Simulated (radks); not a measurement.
Results of a calculation; reference values are marked as such.
The beryllium ion Be2+, [He]. Level of theory: non-relativistic Kohn-Sham, LDA (Slater exchange, Perdew-Wang correlation), spin-polarised, spherical densities, point nucleus (a radial shooting solver on a logarithmic mesh with Libxc functionals). Every spin shell is full or empty, so the densities are truly spherical. Functionals are evaluated on that one density, not self-consistently. Rank these exchange functionals by their error against the exact value of the orbitals, and give that value: LDA, PBEsol, revPBE, OPTX, B86b, G96, EV93, APBE, TPSS, SCAN, Tao-Mo, TASK.

Answer. Exact: -2.24605 hartree. From best to worst, with 100 (|E| - |E exact|)/|E exact| (equal figures are ties): APBE -0.02, G96 -0.03, revPBE -0.13, TPSS +0.23, TASK +0.25, SCAN +0.25, OPTX -0.27, Tao-Mo +0.34, B86b -0.64, EV93 +4.32, PBEsol -5.96, LDA -14.01.
